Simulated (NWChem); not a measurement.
All runs are NWChem calculations. System: FGaI$_{2}$, charge 0, spin multiplicity 1, at a geometry optimised with B3LYP/def2-SVP with def2 effective core potentials on I. The structure started from a generated list of species. Level: MP2/def2-TZVP with def2 effective core potentials on I, 18 core orbitals frozen.

Job file:

```
start mol
memory heap 200 mb stack 800 mb global 1000 mb
geometry units angstroms nocenter noautoz
  Ga     0.000000     0.000000    -0.708326
  F      0.000000     0.000000    -2.460976
  I     -2.214697     0.000000     0.416103
  I      2.214697     0.000000     0.416103
  symmetry group C2v
end
basis spherical
  * library def2-tzvp
end
ecp
  I library def2-ecp
end
scf
  rhf
  nopen 0
  maxiter 100
  thresh 1e-7
  semidirect memsize 60000000 filesize 0
end
mp2
  freeze core 18
end
task mp2 energy
```

Output (cleaned and shortened):

```
             Northwest Computational Chemistry Package (NWChem) 7.3.0
             --------------------------------------------------------

                                NWChem Input Module
                                -------------------

 Scaling coordinates for geometry "geometry" by  1.889725989
 (inverse scale =  0.529177249)

 Turning off AUTOSYM since
 SYMMETRY directive was detected!

                             Geometry "geometry" -> ""
                             -------------------------

 Output coordinates in angstroms (scale by  1.889725989 to convert to a.u.)

  No.       Tag          Charge          X              Y              Z
 ---- ---------------- ---------- -------------- -------------- --------------
    1 Ga                  31.0000     0.00000000     0.00000000    -0.70832600
    2 F                    9.0000     0.00000000     0.00000000    -2.46097600
    3 I                   53.0000    -2.21469700     0.00000000     0.41610300
    4 I                   53.0000     2.21469700     0.00000000     0.41610300

 Effective nuclear repulsion energy (a.u.)    1258.9611076363

            Nuclear Dipole moment (a.u.)
            ----------------------------
        X                 Y               Z
 ---------------- ---------------- ----------------
     0.0000000000     0.0000000000     0.0000529123

      Symmetry information
      --------------------

 Group name             C2v
 Group number             16
 Group order               4
 No. of unique centers     3

      Symmetry unique atoms

     1    2    3


 Summary of "ao basis" -> "" (spherical)
 ------------------------------------------------------------------------------
       Tag                 Description            Shells   Functions and Types
 ---------------- ------------------------------  ------  ---------------------
 *                         def2-tzvp                  on all atoms

 Summary of "ao basis" -> "ao basis" (spherical)
 ------------------------------------------------------------------------------
       Tag                 Description            Shells   Functions and Types
 ---------------- ------------------------------  ------  ---------------------
 Ga                        def2-tzvp                16       48   6s5p4d1f
 F                         def2-tzvp                11       31   5s3p2d1f
 I                         def2-tzvp                16       50   6s5p3d2f

                                 NWChem SCF Module
                                 -----------------

  ao basis        = "ao basis"
  functions       =   179
  atoms           =     4
  closed shells   =    45
  open shells     =     0
  charge          =   0.00
  wavefunction    = RHF
  use symmetry    = T
  symmetry adapt  = T

 Summary of "ao basis" -> "ao basis" (spherical)
 ------------------------------------------------------------------------------
       Tag                 Description            Shells   Functions and Types
 ---------------- ------------------------------  ------  ---------------------
 Ga                        def2-tzvp                16       48   6s5p4d1f
 F                         def2-tzvp                11       31   5s3p2d1f
 I                         def2-tzvp                16       50   6s5p3d2f

      Symmetry analysis of basis
      --------------------------

        a1         68
        a2         25
        b1         51
        b2         35

 Forming initial guess at       0.3s

      Superposition of Atomic Density Guess
      -------------------------------------

 Sum of atomic energies:       -2716.96642581

      Non-variational initial energy
      ------------------------------

 Total energy =   -2616.364779
 1-e energy   =   -4967.273869
 2-e energy   =    1796.184811
 HOMO         =      -0.350128
 LUMO         =      -0.067507

      Symmetry analysis of molecular orbitals - initial
      -------------------------------------------------

  Numbering of irreducible representations:

     1 a1          2 a2          3 b1          4 b2

  Orbital symmetries:

     1 a1          2 a1          3 b1          4 a1          5 b2
     6 a1          7 a1          8 b1          9 a1         10 a1
    11 b1         12 a1         13 b2         14 b1         15 a2
    16 a1         17 b1         18 b2         19 a1         20 b1
    21 a1         22 b2         23 a2         24 b1         25 a1
    26 b2         27 a2         28 b1         29 a1         30 b1
    31 a1         32 b2         33 a2         34 a1         35 a1
    36 b1         37 a1         38 b1         39 b2         40 a1
    41 b1         42 b2         43 a1         44 a2         45 b1
    46 a1         47 b2         48 a1         49 b1         50 a1
    51 a1         52 b1         53 a1         54 b1         55 b2

 Starting SCF solution at       9.6s

 ----------------------------------------------
         Quadratically convergent ROHF

 Convergence threshold     :          1.000E-07
 Maximum no. of iterations :          100
 Final Fock-matrix accuracy:          1.000E-09
 ----------------------------------------------

              iter       energy          gnorm     gmax       time
             ----- ------------------- --------- --------- --------
                 1    -2616.1466460959  1.11D+00  2.30D-01      9.9
                 2    -2616.2140600554  2.95D-01  6.62D-02     10.5
                 3    -2616.2203208849  2.53D-02  6.47D-03     11.3
                 4    -2616.2204029200  2.70D-04  8.93D-05     12.6
                 5    -2616.2204029371  3.34D-08  6.85D-09     14.8

       Final RHF  results
[...]
    5  -42.5779
    6  -26.2588
    7   -7.7543
    8   -7.7543
    9   -6.4827
   10   -5.6064
   11   -5.6064
   12   -5.6008
   13   -5.6008
   14   -5.6000
   15   -5.6000
   16   -4.5795
   17   -4.5751
   18   -4.5732
   19   -2.3017
   20   -2.3017
   21   -2.2990
   22   -2.2990
   23   -2.2982
   24   -2.2982
   25   -2.2920
   26   -2.2920
   27   -2.2920
   28   -2.2920
   29   -1.5414
   30   -1.2908
   31   -1.2892
   32   -1.2888
   33   -1.2859
   34   -1.2792
   35   -0.9178
   36   -0.9038
   37   -0.6700
   38   -0.6238
   39   -0.6194
   40   -0.5176
   41   -0.4405
   42   -0.4115
   43   -0.4055
   44   -0.3958
   45   -0.3902
   46    0.0282
   47    0.0395
   48    0.1302
   49    0.1406
   50    0.1902
   51    0.2131
   52    0.2201
   53    0.2431
   54    0.2434
   55    0.2439

                       ROHF Final Molecular Orbital Analysis
                       -------------------------------------

 Vector   43  Occ=2.000000D+00  E=-4.055429D-01  Symmetry=a1
              MO Center= -3.4D-14, -1.3D-16,  3.7D-01, r^2= 6.6D+00
   Bfn.  Coefficient  Atom+Function         Bfn.  Coefficient  Atom+Function
  ----- ------------  ---------------      ----- ------------  ---------------
    97      0.371045  3 I  pz               147      0.371045  4 I  pz
    91     -0.295111  3 I  pz               141     -0.295111  4 I  pz
    94      0.228413  3 I  pz               144      0.228413  4 I  pz
   100      0.160204  3 I  pz               150      0.160204  4 I  pz

 Vector   44  Occ=2.000000D+00  E=-3.958179D-01  Symmetry=a2
              MO Center=  2.8D-13, -1.3D-15,  3.8D-01, r^2= 6.7D+00
   Bfn.  Coefficient  Atom+Function         Bfn.  Coefficient  Atom+Function
  ----- ------------  ---------------      ----- ------------  ---------------
    96      0.401353  3 I  py               146     -0.401353  4 I  py
    90     -0.317762  3 I  py               140      0.317762  4 I  py
    93      0.245306  3 I  py               143     -0.245306  4 I  py
    99      0.184741  3 I  py               149     -0.184741  4 I  py

 Vector   45  Occ=2.000000D+00  E=-3.901772D-01  Symmetry=b1
              MO Center= -3.6D-14,  4.0D-15,  3.7D-01, r^2= 6.9D+00
   Bfn.  Coefficient  Atom+Function         Bfn.  Coefficient  Atom+Function
  ----- ------------  ---------------      ----- ------------  ---------------
    97      0.317990  3 I  pz               147     -0.317990  4 I  pz
    95      0.256770  3 I  px               145      0.256770  4 I  px
    91     -0.249045  3 I  pz               141      0.249045  4 I  pz
    89     -0.206489  3 I  px               139     -0.206489  4 I  px
    94      0.193612  3 I  pz               144     -0.193612  4 I  pz

 Vector   46  Occ=0.000000D+00  E= 2.818047D-02  Symmetry=a1
              MO Center= -5.7D-14,  7.2D-15, -4.3D-02, r^2= 7.2D+00
   Bfn.  Coefficient  Atom+Function         Bfn.  Coefficient  Atom+Function
  ----- ------------  ---------------      ----- ------------  ---------------
     6      1.416842  1 Ga s                 98     -0.473427  3 I  px
   148      0.473427  4 I  px                85     -0.401580  3 I  s
   135     -0.401580  4 I  s                  5      0.340343  1 Ga s
    53     -0.231511  2 F  s                  4     -0.214331  1 Ga s
    95     -0.208618  3 I  px               145      0.208618  4 I  px

 Vector   47  Occ=0.000000D+00  E= 3.953601D-02  Symmetry=b2
              MO Center=  2.0D-13,  6.0D-15, -4.4D-01, r^2= 5.2D+00
   Bfn.  Coefficient  Atom+Function         Bfn.  Coefficient  Atom+Function
  ----- ------------  ---------------      ----- ------------  ---------------
    20      0.888500  1 Ga py                17      0.343709  1 Ga py
    99     -0.270548  3 I  py               149     -0.270548  4 I  py

 Vector   48  Occ=0.000000D+00  E= 1.302233D-01  Symmetry=a1
              MO Center=  1.5D-13, -2.6D-15, -6.9D-01, r^2= 7.5D+00
   Bfn.  Coefficient  Atom+Function         Bfn.  Coefficient  Atom+Function
  ----- ------------  ---------------      ----- ------------  ---------------
    21      1.348584  1 Ga pz                85     -0.508887  3 I  s
   135     -0.508887  4 I  s                 53      0.495193  2 F  s
    98     -0.476104  3 I  px               148      0.476104  4 I  px
     6      0.335320  1 Ga s                 18      0.224492  1 Ga pz
    39      0.170383  1 Ga d  0

 center of mass
 --------------
 x =   0.00000000 y =   0.00000000 z =   0.05546996

 moments of inertia (a.u.)
 ------------------
         690.261112712843           0.000000000000           0.000000000000
           0.000000000000        5135.747584475541           0.000000000000
           0.000000000000           0.000000000000        4445.486471762697

  Mulliken analysis of the total density
  --------------------------------------

    Atom       Charge   Shell Charges
 -----------   ------   -------------------------------------------------------
    1 Ga  31    30.02   2.00  2.00  1.16  0.81  0.66  0.13  5.98  4.44  1.55  0.79  0.14  8.91  1.12  0.08  0.16  0.07
    2 F    9     9.48   0.77  1.20  0.59  1.01  0.35  2.23  2.27  1.04  0.00  0.01  0.00
    3 I   25    25.25   0.19 -0.77  1.58  1.01  1.08  0.85 -0.49  6.45  1.33  2.93  1.06  9.23  0.76  0.05  0.00  0.00
    4 I   25    25.25   0.19 -0.77  1.58  1.01  1.08  0.85 -0.49  6.45  1.33  2.93  1.06  9.23  0.76  0.05  0.00  0.00

       Multipole analysis of the density wrt the origin
       ------------------------------------------------

     L   x y z        total         open         nuclear
     -   - - -        -----         ----         -------
     0   0 0 0     -0.000000      0.000000     90.000000

     1   1 0 0      0.000000      0.000000      0.000000
     1   0 1 0     -0.000000      0.000000      0.000000
     1   0 0 1      0.625296      0.000000    -44.033904

     2   2 0 0    -55.315970      0.000000    875.782596
     2   1 1 0      0.000000      0.000000      0.000000
     2   1 0 1      0.000000      0.000000      0.000000
     2   0 2 0    -53.949374      0.000000      0.000000
     2   0 1 1      0.000000      0.000000      0.000000
     2   0 0 2    -62.102199      0.000000    281.107785

                   NWChem MP2 Semi-direct Energy/Gradient Module
                   ---------------------------------------------

  Basis functions       =    179
  Molecular orbitals    =    179
  Frozen core           =     18
  Frozen virtuals       =      0
  Active alpha occupied =     27
  Active beta occupied  =     27
  Active alpha virtual  =    134
  Active beta virtual   =    134
  Use MO symmetry       = T
  Use skeleton AO sym   = T

  AO/Fock/Back tols     =   1.0D-09  1.0D-09  1.0D-09

 GA uses MA = F    GA memory limited = T

 Available:
  local mem=  1.15D+08
 global mem=  1.31D+08
 local disk=  0.00D+00
  mp2_memr nvloc                   134
  nvloc new                   134
   1 passes of  27:        5242880                     246191                 174276676.
   1 passes of  27: M    114662740           G      131007918           F     109419860.
  mp2_memr nvloc                   134
  nvloc new                   134
   2 passes of  14:        5242880                     159126                  90392060.
   2 passes of  14: M    114662740           G      131007918           F     109419860.

 Semi-direct pass number   1 of   2  for RHF alpha+beta  at       15.3s
  vrange nnbf                 14163
  mp2_eaftype                   344  avail_ma_in_mb                   999
 EAF : mp2_eaftype filesize         344   45196030.
  mp2_eaf for mointskh                    344
Node 0 wrote    212.6 Mb in      0.1 s     Agg I/O rate:  1885.7 Mb/s
 Done moints_semi at       50.2s
  mp2_eaftype                   344  avail_ma_in_mb                   655
 EAF : mp2_eaftype filesize         344   45196030.
  mp2_eaf for kh                   344
 Done maket at       51.4s
 Semi-direct pass number   2 of   2  for RHF alpha+beta  at       51.4s
  vrange nnbf                 14163
  mp2_eaftype                   344  avail_ma_in_mb                   655
 EAF : mp2_eaftype filesize         344   45196030.
  mp2_eaf for mointskh                    344
Node 0 wrote    197.4 Mb in      0.1 s     Agg I/O rate:  1837.2 Mb/s
 Done moints_semi at       87.9s
  mp2_eaftype                   344  avail_ma_in_mb                   655
 EAF : mp2_eaftype filesize         344   45196030.
  mp2_eaf for kh                   344
 Done maket at       89.1s
 Done multipass loop at       89.1s

          -------------------------------------------
          SCF energy               -2616.220402937109
          Correlation energy          -1.450649803585
          Singlet pairs               -0.693894143010
          Triplet pairs               -0.756755660575
          Total MP2 energy         -2617.671052740694
          -------------------------------------------

          ---------------------------------------------------
                    Spin Component Scaled (SCS) MP2
          Same spin pairs                     -0.504503773717
          Same spin scaling factor             0.333333333333
          Opposite spin pairs                 -0.946146029868
          Opposite spin scaling fact.          1.200000000000
          SCS-MP2 correlation energy          -1.303543160414
          Total SCS-MP2 energy             -2617.523946097523
          ---------------------------------------------------

 -----------------------
 Performance information
 -----------------------

 Timer overhead =  2.47D-07 seconds/call

               Nr. of calls         CPU time (s)                 Wall time (s)                GFlops
             ---------------    -------------------     ------------------------------   -------------------
Name         Min   Avg   Max    Min     Avg     Max     Min     Avg     Max   Mx/calls   Min     Max     Sum
mp2: moin     2     2     2    71.     71.     71.      71.     71.     71.     36.      0.0     0.0     0.0
mp2: make     2     2     2    2.4     2.4     2.4      2.4     2.4     2.4     1.2      0.0     0.0     0.0
mp2: tota     1     1     1    74.     74.     74.      74.     74.     74.     74.      0.0     0.0     0.0

 The average no. of pstat calls per process was 5.00D+00
 with a timing overhead of 1.24D-06s

 Task  times  cpu:       89.1s     wall:       89.1s

 Total times  cpu:       89.1s     wall:       89.1s
```
